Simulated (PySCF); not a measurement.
Radial density of Re⁵⁹⁺ (rhenium, charge +59)

TPSSh, [Ne] 3s2 3p4, high-spin 3P determinant. Computed with PySCF 2.14 in an uncontracted even-tempered set (17 s from 15 bohr⁻², ratio 2.5; 12 p from 20 bohr⁻², ratio 2.5; 4 d from 81 bohr⁻², ratio 2.7; 4 f from 120 bohr⁻², ratio 2.7), with the spin-free X2C one-electron Hamiltonian (Gaussian nucleus).

| r (bohr) | 4πr²ρ (e/bohr) | 4πr²(ρα − ρβ) |
| --- | --- | --- |
| 0.0139 | 102.2 | 1.0951 |
| 0.0234 | 87.26 | 3.3102 |
| 0.0393 | 111.8 | 5.3964 |
| 0.0661 | 110.8 | 1.3289 |
| 0.111 | 44.51 | 4.5454 |
| 0.187 | 41.48 | 13.1706 |
| 0.315 | 4.761 | 1.5986 |
| 0.529 | 0.01804 | 0.0054 |

Densities and radii are taken from the X2C orbitals without a picture-change correction, which distorts them close to the nucleus.

Spin-orbit coupling is strong in this species (close to jj coupling), so the high-spin LS determinant is a model state, not a physical level.
